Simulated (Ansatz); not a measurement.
**BF3H2Si: structure from calculated spectroscopic constants**

These gas-phase data were calculated for one isomer of BF3H2Si at PBE0-D3(BJ)/def2-SVP (harmonic, unscaled wavenumbers; equilibrium rotational constants with average atomic masses):

```
rotational constants            : 6.092, 2.519, 1.981 GHz
all wavenumbers above 1500 cm⁻¹ : 2612, 2268
```

Candidates:

(1) `FB[SiH](F)F`, a singlet
(2) `B[Si](F)(F)F`, a singlet
(3) `F[SiH2]B(F)F`, a singlet

Question: Which structure fits?

Answer: Candidate (1). The band at 2612 cm⁻¹ lies where the B–H stretch is expected; (3) has no mode between 2350 and 2900 cm⁻¹. The band at 2268 cm⁻¹ lies where the Si–H stretch is expected; (2) has no mode between 2000 and 2380 cm⁻¹.

The same quantities for all candidates:

|  | rotational constants (GHz) | wavenumbers above 1500 cm⁻¹ | E above the lowest, PBE0-D3(BJ)/def2-SVP (kcal/mol) |
| --- | --- | --- | --- |
| (1) | 6.092, 2.519, 1.981 | 2612, 2268 | 11.7 |
| (2) | 3.946, 3.584, 3.544 | 2725, 2617 | 12.9 |
| (3) | 7.013, 2.307, 1.772 | 2250, 2247 | 0.0 |

Harmonic stretches to hydrogen usually lie a few per cent above observed fundamentals. Each candidate is one conformer. Programs: Ansatz 0.2.0.
